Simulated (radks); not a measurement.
Zn2+, 28 electrons, occupied as [Ar] 3d9.5 4p0.5 (fractional occupations, a model configuration).

Method: Dirac Kohn-Sham, SOGGA, spin-unpolarised, spherical densities, finite nucleus; open shells fill j = l - 1/2 first; Fermi nuclear charge, rms radius 3.9283 fm; computed with a radial shooting solver on a logarithmic mesh with Libxc functionals.

Energy parts (eV):
| part | energy |
|---|---|
| total | -48792.910 |
| kinetic | 49699.156 |
| electron-nucleus | -117072.019 |
| Hartree | 20464.489 |
| exchange-correlation | -1884.536 |

Orbitals (lengths in bohr, moments of r in powers of bohr; r(max) is where P^2 peaks):
orbital  occ.  eigenvalue (eV)   r(max)
1s1/2       2        -9540.035  0.03293
2s1/2       2        -1182.255   0.1895
2p1/2       2        -1044.503   0.1502
2p3/2       4        -1020.662   0.1530
3s1/2       2        -154.3128   0.5884
3p1/2       2        -110.6530   0.5867
3p3/2       4        -107.5729   0.5949
3d3/2       4         -35.1241   0.5613
3d5/2     5.5         -34.7465   0.5642
4s1/2       0         -24.3879    1.855
4p1/2     0.5         -16.8484    2.210
4p3/2       0         -16.6449    2.239
4d3/2       0          -8.0936    3.702
4d5/2       0          -8.0776    3.713

The highest occupied level is 4p1/2 at -16.848 eV. The configuration is held as typed, so some empty levels lie below it. Summed over all electrons, <r^2> = 17.99 bohr^2, which gives a Langevin (diamagnetic) susceptibility term of -14.2 x 10^-6 cm^3/mol.

Run on one thread of a shared host, so times are rough (Arm Neoverse N1): 0.15 s of CPU time, 0.15 s wall, 15 iterations on 2198 mesh points.
